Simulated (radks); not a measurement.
Task: Valence configurations of neutral germanium (all share [Ar]). Method: Dirac Kohn-Sham, PBE, spin-unpolarised, spherical densities, finite nucleus; open shells fill j = l - 1/2 first; Fermi nuclear charge, rms radius 4.0742 fm; computed with a radial shooting solver on a logarithmic mesh with Libxc functionals. Order these by energy: 3d8 4s2 4p4; 3d8.5 4s1.5 4p4; 3d10 4s2 4p2; 3d10 4p4; 3d8.5 4s2 4p3.5; 3d9.5 4s2 4p2.5; 3d9 4s1.5 4p3.5; 3d9 4s2 4p3; 3d7.5 4s1.5 4p5; 3d10 4s1 4p3.

Result: From the lowest, in eV above it: 3d10 4s2 4p2 0.000; 3d10 4s1 4p3 8.013; 3d9.5 4s2 4p2.5 13.617; 3d10 4p4 16.289; 3d9 4s2 4p3 29.370; 3d9 4s1.5 4p3.5 33.863; 3d8.5 4s2 4p3.5 47.334; 3d8.5 4s1.5 4p4 52.072; 3d8 4s2 4p4 67.582; 3d7.5 4s1.5 4p5 95.380. NIST lists [Ar] 3d10 4s2 4p2 as the ground configuration; this level of theory agrees among the configurations tried. The energies are those of spherical spin-averaged densities, not of single terms.
